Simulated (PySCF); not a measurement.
GaCl₂, SMILES [Cl][Ga+][Cl], charge +1.

Geometry optimised at r2SCAN-D4/def2-TZVP. The spin state was assumed, not searched. The isomer is the one that the SMILES or the coordinates give; other isomers of the formula were not compared.

Two levels are set side by side: PBE/def2-TZVPD (PySCF) and M06-2X/def2-TZVPD (PySCF). Same geometry, gas phase. Differences are taken from unrounded values.

| quantity | M06-2X |
|---|---|
| orbital gap (eV) | 9.11 |
| highest occupied level (eV) | -17.14 |
| lowest empty level (eV) | -8.02 |
| mean polarisability (bohr³) | 44.4 |

Q: What does PBE give, and how far is it from M06-2X? (An estimate is asked for; the answer gives what the named calculation found.)

A: 
| quantity | PBE | PBE minus M06-2X |
|---|---|---|
| orbital gap (eV) | 4.55 | -4.56 |
| highest occupied level (eV) | -14.43 | 2.71 |
| lowest empty level (eV) | -9.87 | -1.85 |
| mean polarisability (bohr³) | 47.1 | 2.7 |

Without exact exchange PBE keeps part of each electron's self-repulsion, which lifts occupied levels and narrows the gap. Loosely held outer electrons make PBE densities more polarisable. Differences between two approximate levels are no errors against the true value.

Rough cost on one machine, each run with all the roots and properties that it gave: M06-2X against PBE about 3 times.
